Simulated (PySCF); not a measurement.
# Electron correlation in Hg⁶⁷⁺ (mercury, charge +67)

[Ne] 3s2 3p1, 2P determinant. Computed with PySCF 2.14 in an even-tempered Gaussian basis (16 s from 20 bohr⁻², ratio 2.5; 10 p from 26 bohr⁻², ratio 2.5; 4 d from 97 bohr⁻², ratio 2.7; 4 f from 150 bohr⁻², ratio 2.7), with the non-relativistic Hamiltonian (point nucleus). Frozen: 1s2; 11 electrons correlated; the 17 highest virtual orbitals of each spin left out.

| level | correlation energy (mhartree) |
| --- | --- |
| CCSD | -594.02 |
| (T) | -1.67 |
| CCSD(T) | -595.69 |

Diagnostics: T1 = 0.00072, D1 = 0.0031, largest double amplitude 0.084.

Is a single reference adequate?

Mostly. T1 lies below 0.03, but a double amplitude of this size points to a near-degeneracy that CCSD handles and MP2 describes poorly.

At this charge a non-relativistic calculation is a model, useful for the Z dependence of the correlation energy.
